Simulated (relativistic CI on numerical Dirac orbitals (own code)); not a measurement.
## Ba¹¹⁺: sensitivity of the levels to the model

Base calculation: Dirac-Coulomb-Breit CI, orbitals from a KLI potential per configuration, model QED, unscaled Slater integrals.

Configurations in the expansion (outside the closed core [Ar] 3d10): 4s2 4p6 4d9, 4s2 4p5 4d10, 4s2 4p6 4d8 4f, 4s2 4p6 4d8 5s, 4s 4p6 4d10, 4s2 4p6 4d8 5p, 4s2 4p5 4d9 4f, 4s2 4p6 4d8 5d, 4s2 4p6 4d7 4f 5s, 4s2 4p6 4d7 5s 5p, 4s 4p6 4d9 4f, 4s2 4p6 4d8 6s, 4s2 4p6 4d8 5f, 4s2 4p6 4d8 6p, 4s2 4p5 4d9 5s, 4s2 4p6 4d8 6d, 4s2 4p6 4d8 5g, 4s2 4p5 4d9 5p, 4s2 4p6 4d8 7s, 4s2 4p6 4d8 6f, 4s2 4p6 4d8 7p, 4s2 4p5 4d9 5d, 4s 4p6 4d9 5s, 4s2 4p6 4d7 5s2, 4s2 4p6 4d6 4f 5s2, 4s2 4p6 4d6 5s2 5p, 4s2 4p5 4d7 4f 5s2, 4p6 4d9 4f2, 4p5 4d10 4f2, 4p6 4d8 4f3, 4p6 4d8 4f2 5s, 4p6 4d8 4f2 5p, 4p5 4d9 4f3. Double excitations out of closed p, d and f shells are left out; levels of such configurations are missing from the list, as are those of other unlisted configurations, and high levels can miss mixing partners. Some configurations lack a partner that the ground configuration has and come out too high, among them 4s2 4p6 4d8 5d, 4s2 4p6 4d8 6s, 4s2 4p6 4d8 5f, 4s2 4p6 4d8 6p, 4s2 4p5 4d9 5s.

Variants: (1) Breit term removed; (2) non-relativistic limit. Shifts of the energy above 4s2 4p6 4d9 2D_5/2, in cm⁻¹, for the lowest level and the first level of each name with at least 55 % of one term (blank where a level changes its place among those of its configuration and J or its character, or is not in the variant):

| Level | Base | Δ(1) | Δ(2) |
| --- | --- | --- | --- |
| 4s2 4p6 4d9 2D_5/2 | 0 | 0 | 0 |
| 4s2 4p6 4d9 2D_3/2 | 22078 | +623 | -22078 |
| 4s2 4p6 4d8 5s 4F_9/2 | 677589 | -410 | +68362 |
| 4s2 4p6 4d8 5s 4F_7/2 | 685149 | -356 | +60802 |
| 4s2 4p6 4d8 5s 2F_7/2 | 702460 | +92 | +55439 |
| 4s2 4p6 4d8 5s 4P_1/2 | 719721 | -203 | +50976 |
| 4s2 4p5 4d10 2P°_3/2 | 726451 | +1636 | -26647 |
| 4s2 4p6 4d8 5s 2G_9/2 | 732910 | +176 | +51624 |
| 4s2 4p6 4d8 5s 2G_7/2 | 733287 | +174 | +51247 |
| 4s2 4p6 4d8 5s 2P_1/2 | 734570 | -33 | +48865 |
| 4s2 4p6 4d8 4f 4F°_7/2 | 779665 | +755 | -1448 |
| 4s2 4p6 4d8 4f 4F°_5/2 | 780845 | +583 | -2627 |
| 4s2 4p6 4d8 4f 4F°_9/2 | 782185 | +1002 | -3968 |
| 4s2 4p6 4d8 4f 2P°_1/2 | 786307 | +1265 |  |
| 4s2 4p6 4d8 5s 2S_1/2 | 792065 | +310 | +44808 |
| 4s2 4p6 4d8 4f 4D°_7/2 | 792739 | +1024 | -5773 |
| 4s2 4p6 4d8 4f 4I°_15/2 | 794600 | +1032 | +4140 |
| 4s2 4p6 4d8 4f 4F°_3/2 | 795043 | +1006 |  |
| 4s2 4p6 4d8 4f 4D°_1/2 | 800560 | +1309 |  |
| 4s2 4p6 4d8 4f 4P°_1/2 | 811227 | +1346 |  |
| 4s2 4p6 4d8 4f 4H°_7/2 | 815910 | +943 |  |
| 4s2 4p6 4d8 4f 4G°_7/2 | 816208 | +1113 |  |

At this charge transitions that keep the count of f electrons are usually good to a few per cent. Terms inside the open d or f shell come out 10 to 20 % too wide with unscaled integrals. Levels and lines within the n = 5 or 6 shells can be off by up to 10 % or somewhat more, and those that change n by about 2 %, since core polarisation is missing. Levels that differ in their count of f electrons can be misplaced by several ten thousand cm⁻¹, since the correlation energy of f electrons is missing or only estimated; rates across such gaps can be off by orders of magnitude.

Ionisation energy from one configuration of each of the two ions, the ground ones as tabulated or assumed: base 267.099 eV. The NIST ASD value (theoretical) is 267.1 ± 2.5 eV.

LS names give the leading component of a level, which can be under half, so a name can repeat, a term be missing and a line seem to break the LS rules.
